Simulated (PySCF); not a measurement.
Calculation: PySCF with TPSSh-D3(BJ)/def2-TZVP // CAM-B3LYP-D3(BJ)/def2-TZVP. Gas-phase values, no solvent. One relaxed conformer stands for a flexible species; it need not be the lowest. 

Reference species (SMILES): `[OH][AlH][OH]` (H–O–Al–O torsion 0°, O–Al–O–H torsion 0°) (neutral, multiplicity 1).

```json
{
  "HOMO": "-8.12 eV",
  "LUMO": "-0.36 eV",
  "HOMO–LUMO gap": "7.76 eV"
}
```

After one change: the HOMO rises by 0.07 eV; the LUMO drops by 1.64 eV; the HOMO–LUMO gap falls by 1.71 eV.

Task: What was changed between the two runs? The new species is one of these.
(A) `[AlH3]`
(B) `[OH][AlH2]`
(C) `[OH][Al]([OH])[OH]`

Result: A, `[AlH3]`
